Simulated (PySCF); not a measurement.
Be(iPr)(SiH3), SMILES C[CH](C)[Be][SiH3] (C3H10BeSi), singlet at its GFN2-xTB optimised geometry (Å):

```
15

Be    -0.1098    -0.4688    -1.5241
C     -0.9401    -1.5347    -2.6275
C     -2.3705    -1.7963    -2.1142
C     -0.2108    -2.8898    -2.7192
H     -1.0664    -1.2080    -3.6693
H     -2.8783    -2.5287    -2.7457
H     -2.3627    -2.1886    -1.0977
H     -2.9634    -0.8831    -2.1176
H      0.7761    -2.7761    -3.1649
H     -0.7782    -3.5921    -3.3341
H     -0.0857    -3.3412    -1.7354
Si     0.8894     0.7423     0.0000
H      0.6096     2.1886     0.0000
H      2.3627     0.7423     0.0000
H      0.6108     0.4049     1.4079
```

Computed with PBE0/def2-TZVP (PySCF).

Map of the electrostatic potential (hartree/e), clipped to [-0.08, 0.12] on the plane z = 1.5 Å:

```
|..                             |
|..                             |
|...                            |
|...                            |
|....                           |
|.....                          |
|.....                          |
|......                         |
|.......                        |
|........          ...          |
|.........       .:::..         |
|..........    .:-++-:.         |
|..........    .=@@@*-.         |
|...........  .:@@@@@-.         |
|...........   :@@@@@-.         |
|...........   .+@@@*:          |
|............  .:=*+:.          |
|............    ....           |
|.............                  |
|...............                |
|....................           |
|......................         |
|........................       |
|.........................      |
|...........................    |
|.............................  |
|...............................|
|...............................|
|...............................|
|...............................|
|...............................|
```
Scale: ten equal steps from -0.014 (start of ' ') to 0.120 (end of '@'), in the order ' .:-=+*#%@'; x runs from -4.50 to 4.50, y from -4.50 (bottom) to 4.50 (top).
